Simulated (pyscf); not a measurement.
Single points on ωB97X-D3(BJ)/def2-SVP structures (PySCF, gas phase).

For the elementary gas-phase step Cl–SbH₂ (SMILES [Cl][SbH2]) + Cl–GeH: (SMILES [Cl][GeH]) [singlet] → SbH₃ (SMILES [SbH3]) + Cl–Ge:–Cl (SMILES [Cl][Ge][Cl]) [singlet] (singlet surface; Cl–Sb, Ge–H broken, H–Sb, Cl–Ge formed), what barrier and reaction energy does r²SCAN/def2-TZVP give, measured from the separated reactants?

ΔE‡ = -0.29 eV, ΔE = -0.91 eV. ωB97M-D3(BJ)/def2-TZVP gives -0.05 eV and -0.86 eV. Zero-point energy shifts the barrier by +0.06 eV. It is a four-centre exchange, with an imaginary mode of 342i cm⁻¹. On the reactant side the descent ends in an adduct with a Cl–Ge contact, 0.61 eV under the separated species and 0.34 eV under the saddle at ωB97X-D3(BJ)/def2-TZVP. On the product side the descent ends in a complex, 0.31 eV under the separated species and 0.85 eV under the saddle at ωB97X-D3(BJ)/def2-TZVP. At r²SCAN the saddle lies under the separated reactants, which points to a path from their complex (located at ωB97X-D3(BJ) alone). What is counted as formed (Cl–Ge) is already present as a longer contact in the reactant adduct; forming that adduct is a step of its own. At ωB97X-D3(BJ)/def2-TZVP the barrier from the zero used here is -0.27 eV. One saddle was located; it need not be the lowest between these sides. Elements up to Kr have no core potential and no relativistic terms here. Elements past Kr carry the def2 core potentials, without spin-orbit coupling.
